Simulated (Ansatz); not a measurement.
`CCB(C)N` → `CNB(C)C`  (isomerisation)

Computed with Ansatz on PBE0-D4/def2-TZVP structures; ΔE is electronic, products minus reactants. CCSD(T)/CBS is the MP2 limit (def2-TZVPP, def2-QZVPP) plus CCSD(T) − MP2 in def2-TZVPP, frozen cores. Functionals use def2-TZVPP. One conformer a species, not always the lowest.

`CCB(C)N`:

```xyz
15

C     1.762    0.650   -0.339
C     0.948   -0.337    0.495
B    -0.591   -0.404    0.135
C    -1.430    0.905   -0.133
N    -1.221   -1.651    0.067
H     2.809    0.682   -0.028
H     1.364    1.664   -0.255
H     1.745    0.384   -1.400
H     1.408   -1.332    0.445
H     1.014   -0.041    1.552
H    -2.505    0.732   -0.229
H    -1.092    1.388   -1.057
H    -1.277    1.644    0.660
H    -2.202   -1.764   -0.123
H    -0.734   -2.519    0.212
```

`CNB(C)C`:

Z-matrix (Å, degrees):
```
C
N 1 1.442
H 1 1.089 2 110.0
H 1 1.095 2 111.6 3 119.6
H 1 1.095 2 111.7 3 -119.6
B 2 1.399 1 129.7 3 1.4
H 2 1.008 1 113.2 3 -178.9
C 6 1.581 2 118.0 1 179.8
C 6 1.578 2 122.7 1 -0.1
H 8 1.094 6 114.2 2 -0.2
H 8 1.096 6 110.8 2 -121.7
H 8 1.095 6 110.8 2 121.4
H 9 1.091 6 116.2 2 -2.8
H 9 1.096 6 109.7 2 119.1
H 9 1.095 6 110.1 2 -125.3
```

| level | ΔE (kJ/mol) |
| --- | --- |
| r2SCAN-D4 | 23.9 |
| HF/def2-QZVPP | 24.5 |

Q: What does CCSD(T)/CBS give? (An estimate is asked.)

A: Computed: +25.5 kJ/mol. The listed levels differ from it by -1.6, -1.0 kJ/mol.

Largest T1 diagnostic among the species: 0.011.

At CCSD(T), def2-SVP lies −4.8 kJ/mol from the extrapolated value and def2-TZVPP −0.9 kJ/mol. From BLYP to BHLYP (50 % exact exchange), in def2-TZVPP and without D4, ΔE moves by +3.5 kJ/mol.

CCSD(T)/CBS has its own doubt, a few kJ/mol and more with outer-core shells, so smaller differences from it don't rank the levels.
